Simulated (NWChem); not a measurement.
# ammonia (NH$_{3}$); SMILES N

```xyz
4

N      0.0000     0.0000     0.1315
H      0.6642     0.6642    -0.2639
H      0.2431    -0.9073    -0.2639
H     -0.9073     0.2431    -0.2639
```
Atoms are numbered in this order, from 1.

Computed with NWChem. All runs use the structure optimised with B3LYP/6-31G* (spherical d). Not confirmed as a minimum by frequencies. GIAO values for the isolated, static molecule; σ is the absolute isotropic shielding.

For level PBE/pcSseg-1:

| Property | Result |
|---|---|
| σ H2 (ppm) | 31.74 |

Problem. How do the values read with level Hartree-Fock/6-31G* instead?

Solution. 
| Quantity | Value |
|---|---|
| σ H2 (ppm) | 32.67 |
